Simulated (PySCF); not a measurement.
A structure optimised at PBE-D3(BJ)/def2-SVP, used in a PySCF frequency run:

```xyz
11

C      2.2504    -0.0522     1.2099
C      1.3198    -0.1163     0.4211
C      0.2002    -0.2197    -0.5241
F     -0.0315     1.0102    -1.1357
C     -1.0535    -0.7256     0.1557
C     -2.2073    -0.0440     0.1760
H      3.0720     0.0124     1.9099
H      0.4898    -0.9374    -1.3311
H     -0.9509    -1.7096     0.6438
H     -3.0979    -0.4487     0.6795
H     -2.2872     0.9384    -0.3133
```

Problem. Write its SMILES and formula.

Solution. C#C[C@H](F)C=C, C5H5F

Problem. What are its rotational constants (standard atomic weights)?

Solution. 6.6073, 2.5032, 2.0009 GHz
